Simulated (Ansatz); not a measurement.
Input for Ansatz (a program for electronic structure): R-MP2/def2-TZVPP on CH4O2Sn (SMILES C[O][Sn][OH]), a point of a torsion scan. Elements past Kr take the def2 small-core potentials; no spin–orbit coupling. The run froze 12 orbitals, filled d shells among them.

Ansatz 0.2 input:
```yaml
crystal:
  periodic: [false, false, false]
  atoms:
    - {symbol: C, position_ang: [-1.19467669, 0.07251381, -0.39179684]}
    - {symbol: O, position_ang: [-0.73251372, 0.87784361, 0.65872207]}
    - {symbol: Sn, position_ang: [-1.13370041, 1.69349972, 2.47638161]}
    - {symbol: O, position_ang: [-3.01960422, 1.03029934, 2.87571845]}
    - {symbol: H, position_ang: [-2.28505840, -0.01803871, -0.38561386]}
    - {symbol: H, position_ang: [-0.75945223, -0.92700184, -0.31529491]}
    - {symbol: H, position_ang: [-0.88611240, 0.51688572, -1.34208225]}
    - {symbol: H, position_ang: [-3.56408668, 0.45697806, 2.33892066]}
basis:
  gaussian:
    orbitals: def2-TZVPP
magnetization: {spin_polarized: false}
correlation: {method: mp2, electrons: outside_noble_gas}
scf: {lower_state_search: off}
```

### Question
Give the final energy of this run.

### Answer
-404.1384 hartree.

### Question
How many basis functions does it have, and what does it roughly cost on one machine?

### Answer
199 functions; about 6 core-seconds (a rough figure).
